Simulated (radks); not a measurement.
The numbers below are computed, except where a source is named.
Task: Coherent X-ray form factor from a spherical all-electron density. Level of theory: non-relativistic Kohn-Sham, LDA (Slater exchange, Perdew-Zunger correlation), spin-unpolarised, spherical densities, point nucleus (a radial shooting solver on a logarithmic mesh with Libxc functionals).

| sin(theta)/lambda (1/angstrom) | f0 (electrons) |
|---|---|
| 0.05 | 0.933 |
| 0.1 | 0.771 |
| 0.15 | 0.585 |
| 0.2 | 0.423 |
| 0.25 | 0.300 |
| 0.3 | 0.212 |
| 0.4 | 0.109 |
| 0.5 | 0.059 |
| 0.6 | 0.034 |
| 0.8 | 0.013 |
| 1 | 0.006 |
| 1.25 | 0.003 |
| 1.5 | 0.001 |
| 2 | 0.000 |

The species is in the configuration that NIST lists as its ground one. Which atom or ion scatters so?

Result: Neutral hydrogen, 1s1. Extrapolating in s^2 from the first two rows gives f0(0) = 1.0, near the electron count 1; among species with that count, the fall with angle is slower the higher Z, and the table is that of Z = 1; from so few rows the species is fixed only to a neighbour or two.
